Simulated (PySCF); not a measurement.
## Working out the ionisation energy of Ag

Ag [Kr] 4d10 5s1 (2S) → Ag⁺ [Kr] 4d10 (1S). Computed with PySCF 2.14 in x2c-TZVPPall (8s6p6d2f1g, 79 functions), with scalar relativity by spin-free X2C-1e. Frozen: [Ar] 3d10. Energies in hartree (1 hartree = 27.21139 eV):

```
             part    Ag (lower)   Ag⁺ (upper)
              UHF  -5312.812032  -5312.578517
MP2 opposite-spin     -0.446857     -0.423868
    MP2 same-spin     -0.226889     -0.209374
```

Task: What does Hartree-Fock give?

Result: (-5312.578517) − (-5312.812032) = 0.233515 hartree = 6.354 eV.

Task: What do MP2 and SCS-MP2 (6/5 opposite-spin, 1/3 same-spin) give?

Result: The opposite-spin parts differ by 0.626 eV and the same-spin parts by 0.477 eV. MP2: 6.354 + (0.626) + (0.477) = 7.457 eV. SCS-MP2: 6.354 + 1.2 × (0.626) + (0.477)/3 = 7.264 eV.

Measured between the centres of the two terms (NIST): 7.576 eV, so MP2 (valence and next inner shell) is off by -0.119 eV.

What remains against the reference includes basis incompleteness, the frozen core and correlation beyond second order.
